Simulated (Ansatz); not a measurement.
Steps of a relaxation of `C[N]1[CH2][GeH]1[OH]` with RKS PBE0-D4/def2-TZVP.

```sh
$ ansatz run in.yaml --threads 4 --pin off --events-out ev --progress --plain --max-ram 10444MiB
```

```yaml
crystal:
  periodic: [false, false, false]
  atoms:
    - {symbol: C, position_ang: [-1.704054, 0.182314, 0.172932]}
    - {symbol: N, position_ang: [-0.314500, 0.308845, -0.200204]}
    - {symbol: C, position_ang: [0.347204, -0.770764, -0.975447]}
    - {symbol: Ge, position_ang: [1.303664, -0.124021, 0.588186]}
    - {symbol: O, position_ang: [2.495863, 1.214011, 0.655782]}
    - {symbol: H, position_ang: [-2.364806, 0.341276, -0.710997]}
    - {symbol: H, position_ang: [-1.974912, -0.815387, 0.605423]}
    - {symbol: H, position_ang: [-1.965896, 0.956269, 0.923330]}
    - {symbol: H, position_ang: [0.642185, -0.532095, -2.018405]}
    - {symbol: H, position_ang: [-0.085805, -1.795027, -0.887914]}
    - {symbol: H, position_ang: [1.424527, -0.888967, 1.916477]}
    - {symbol: H, position_ang: [2.273329, 1.868346, -0.035164]}
basis:
  gaussian: {orbitals: def2-TZVP}
hamiltonian: {xc: pbe0, dispersion: d4}
relax: {f_tol: 0.005, max_steps: 150}
```

Positions (Å) and forces (eV/Å) along the path, 9 of 9 steps:

```xyz
12
step=1 energy=-62231.1587 eV
C    -1.704    0.182    0.173   -0.368   -0.100    0.093
N    -0.315    0.309   -0.200    0.193   -0.162    0.089
C     0.347   -0.771   -0.975    0.075   -0.177   -0.083
Ge    1.304   -0.124    0.588   -0.197    0.212   -0.161
O     2.496    1.214    0.656   -0.622    0.041   -0.637
H    -2.365    0.341   -0.711    0.377   -0.072    0.406
H    -1.975   -0.815    0.605    0.199    0.492   -0.219
H    -1.966    0.956    0.923    0.176   -0.376   -0.374
H     0.642   -0.532   -2.018   -0.204   -0.081    0.614
H    -0.086   -1.795   -0.888    0.217    0.588   -0.024
H     1.425   -0.889    1.916   -0.040    0.105   -0.224
H     2.273    1.868   -0.035    0.195   -0.470    0.520
12
step=2 energy=-62231.2150 eV
C    -1.696    0.176    0.171   -0.139   -0.049    0.057
N    -0.313    0.322   -0.193    0.126   -0.012    0.052
C     0.350   -0.756   -0.961    0.055   -0.076   -0.036
Ge    1.287   -0.121    0.598   -0.054    0.149   -0.128
O     2.484    1.198    0.632   -0.286   -0.097   -0.196
H    -2.342    0.331   -0.708    0.112   -0.026    0.129
H    -1.946   -0.818    0.592    0.060    0.159   -0.068
H    -1.963    0.934    0.917    0.036   -0.110   -0.109
H     0.636   -0.511   -1.990   -0.033   -0.030    0.188
H    -0.089   -1.762   -0.879    0.057    0.185   -0.001
H     1.400   -0.885    1.913   -0.007    0.020   -0.039
H     2.269    1.838   -0.058    0.073   -0.113    0.151
12
step=3 energy=-62231.2232 eV
C    -1.691    0.173    0.174   -0.015   -0.026    0.004
N    -0.312    0.332   -0.195    0.011    0.087   -0.010
C     0.351   -0.747   -0.958    0.025   -0.060   -0.014
Ge    1.276   -0.119    0.598    0.015   -0.011    0.037
O     2.473    1.183    0.620   -0.024   -0.022   -0.015
H    -2.335    0.315   -0.702   -0.009   -0.001   -0.010
H    -1.925   -0.816    0.597   -0.002   -0.013    0.010
H    -1.965    0.929    0.913   -0.001    0.009    0.008
H     0.651   -0.504   -1.977   -0.011    0.017   -0.010
H    -0.097   -1.743   -0.881   -0.007   -0.004   -0.004
H     1.384   -0.882    1.910   -0.004   -0.001    0.007
H     2.266    1.824   -0.066    0.021    0.026   -0.003
12
step=4 energy=-62231.2238 eV
C    -1.691    0.171    0.174   -0.006   -0.016    0.014
N    -0.312    0.336   -0.196   -0.013    0.067   -0.010
C     0.352   -0.745   -0.958    0.012   -0.036   -0.015
Ge    1.273   -0.117    0.600    0.015   -0.017    0.016
O     2.476    1.178    0.618   -0.010   -0.006   -0.004
H    -2.336    0.306   -0.702   -0.004   -0.002   -0.007
H    -1.918   -0.819    0.601   -0.003   -0.008    0.005
H    -1.968    0.928    0.911   -0.005    0.007    0.007
H     0.649   -0.499   -1.977    0.007    0.005   -0.007
H    -0.100   -1.739   -0.883   -0.004   -0.007   -0.001
H     1.377   -0.879    1.913   -0.002    0.001    0.002
H     2.276    1.822   -0.067    0.012    0.012   -0.001
12
step=5 energy=-62231.2244 eV
C    -1.691    0.167    0.177    0.005   -0.010    0.007
N    -0.314    0.347   -0.202   -0.025    0.012   -0.022
C     0.351   -0.739   -0.962   -0.006    0.005    0.005
Ge    1.267   -0.114    0.600    0.015   -0.014   -0.004
O     2.481    1.170    0.618    0.008    0.015    0.004
H    -2.341    0.285   -0.699    0.004   -0.002    0.006
H    -1.904   -0.822    0.614   -0.002    0.007   -0.001
H    -1.975    0.928    0.907    0.000   -0.001   -0.001
H     0.653   -0.493   -1.979    0.005   -0.001    0.003
H    -0.107   -1.731   -0.889    0.001    0.001    0.001
H     1.361   -0.873    1.916   -0.003    0.002   -0.001
H     2.297    1.819   -0.068   -0.003   -0.013    0.005
12
step=6 energy=-62231.2246 eV
C    -1.690    0.165    0.178    0.002    0.000    0.003
N    -0.316    0.352   -0.207   -0.012   -0.003   -0.009
C     0.350   -0.737   -0.965   -0.011    0.013    0.002
Ge    1.265   -0.113    0.598    0.007   -0.004    0.001
O     2.482    1.168    0.622    0.009    0.010    0.003
H    -2.344    0.273   -0.695    0.003   -0.001    0.004
H    -1.895   -0.822    0.623    0.002    0.004   -0.002
H    -1.976    0.929    0.905    0.000   -0.002   -0.002
H     0.655   -0.490   -1.981    0.006   -0.005    0.002
H    -0.110   -1.727   -0.893    0.003   -0.001   -0.001
H     1.350   -0.869    1.916   -0.003   -0.001   -0.003
H     2.305    1.816   -0.067   -0.005   -0.009    0.000
12
step=7 energy=-62231.2246 eV
C    -1.689    0.164    0.180   -0.002   -0.001    0.002
N    -0.317    0.356   -0.211    0.003   -0.005   -0.004
C     0.349   -0.734   -0.966    0.005    0.003    0.004
Ge    1.263   -0.111    0.597    0.000   -0.004   -0.005
O     2.484    1.167    0.623    0.000    0.001    0.004
H    -2.347    0.265   -0.692    0.003    0.000    0.002
H    -1.889   -0.822    0.630   -0.001    0.003   -0.001
H    -1.977    0.930    0.903    0.000   -0.001   -0.001
H     0.659   -0.488   -1.981   -0.004    0.001    0.001
H    -0.110   -1.725   -0.895   -0.003    0.003    0.000
H     1.340   -0.869    1.915    0.001    0.005    0.000
H     2.312    1.812   -0.069   -0.003   -0.004    0.000
12
step=8 energy=-62231.2246 eV rejected
C    -1.688    0.163    0.180    0.003    0.001   -0.008
N    -0.316    0.355   -0.210   -0.003    0.004   -0.002
C     0.350   -0.734   -0.967   -0.017    0.004   -0.001
Ge    1.264   -0.112    0.597   -0.006    0.018   -0.015
O     2.483    1.168    0.625    0.001   -0.001   -0.004
H    -2.345    0.265   -0.692   -0.002    0.000    0.002
H    -1.889   -0.822    0.629    0.001   -0.002    0.001
H    -1.976    0.929    0.905    0.003    0.000    0.000
H     0.657   -0.488   -1.982    0.007   -0.001    0.001
H    -0.111   -1.724   -0.896    0.005   -0.003    0.000
H     1.337   -0.864    1.915    0.007   -0.021    0.026
H     2.312    1.810   -0.070    0.001    0.002    0.000
12
step=9 energy=-62231.2246 eV
C    -1.689    0.164    0.180   -0.001    0.000    0.000
N    -0.317    0.355   -0.210    0.000    0.002    0.001
C     0.349   -0.734   -0.966    0.001   -0.001   -0.001
Ge    1.263   -0.112    0.597    0.000   -0.001    0.000
O     2.483    1.168    0.624    0.001    0.001   -0.001
H    -2.346    0.266   -0.693    0.001    0.000    0.001
H    -1.890   -0.822    0.629    0.000    0.001    0.000
H    -1.976    0.930    0.904    0.000    0.000    0.000
H     0.658   -0.489   -1.981    0.000    0.000    0.000
H    -0.110   -1.725   -0.895    0.000    0.000    0.000
H     1.341   -0.868    1.916   -0.001    0.000    0.000
H     2.309    1.811   -0.069    0.000    0.000    0.000
```

Hardware: 4 threads of an Intel Xeon Platinum 8175M on a shared host. Wall time 56 s, peak host memory 0.64 GiB.
